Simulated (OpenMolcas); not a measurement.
## Fe2+: effect of the metal basis

Fe2+ with its 6 nearest fluoride ions at 2.111 Å, on the Cd site of idealised cubic KCdF3 (a = 4.302 Å, distance in the model lattice 2.151 Å). The rest of the host is ab initio model potentials to 7.6 Å and point charges beyond; the distance is set by hand and nothing relaxes.

```yaml
Program: OpenMolcas 26.06
Method: "SS-CASPT2, IPEA 0.25 Eh, imaginary shift 0.1 Eh (closed shells correlated: 3s 3p and the ligand valence shells)"
Spin-orbit_coupling: state interaction with AMFI integrals over the reference wave functions
```

Fixed: ligand basis ANO-RCC-VDZP, active space 6 electrons in 5 orbitals (3d), DKH2 Hamiltonian.

States (labels of O, the rotations of Oh). Energies in cm-1 above the lowest state or level, χT in cm3 K/mol; under a threefold ground state the first gap can be a small split of the lowest multiplet, not the spin-orbit step.

| Run | Metal basis | Ground state | First state of that spin | First gap with spin-orbit (degeneracies) | χT at 300 K | First state of another spin | Cost |
| --- | --- | --- | --- | --- | --- | --- | --- |
| A | ANO-RCC-VDZP | 5T2 | 5E 8830 | 190 (3, 2) | 4.084 | 3T1 14920 | roughly 5 core-minutes |
| B | ANO-RCC-VTZP | 5T2 | 5E 8600 | 190 (3, 2) | 4.084 | 3T1 15130 | roughly 7 core-minutes |

Against A, the first state of the same spin changes by -2.6 % in B.

Costs are those of the CASPT2 steps.

Roots that are degenerate in the reference are averaged as groups; the widest CASPT2 spread within a group is 240 cm-1 (the 3-fold group of multiplicity 3 near 14900 cm-1 above the lowest state of its run, A). Shifts and gaps below about the spread of the groups concerned are not significant. Over all roots computed the reference weight is 0.72 to 0.74 in A, 0.72 to 0.74 in B; a low but even weight reflects the number of correlated electrons. An orbital triplet at a regular site is open to Jahn-Teller coupling, which can distort the site and quench the lowest spin-orbit gaps and is left out. A single d shell leaves out the double-shell effect, which counts most for late 3d ions, where the CASPT2 field can be off either way by tens of per cent. Ligand-to-metal charge-transfer states are missing. These CASPT2 states fit no ligand-field parameters well, so their order and spin gaps are uncertain. For late 3d ions with one d shell CASPT2 can put B and the spin-flip bands somewhat low as well as high. With one d shell and no ligand orbital active, 10Dq can be off by tens of per cent for divalent 3d ions, low with halides held by bare charges and at times high in hosts. Free-ion shares, where given, are those of the reference states; single-state CASPT2 does not remix them. No measured value stands beside these numbers; the geometry was set by hand and not optimised.
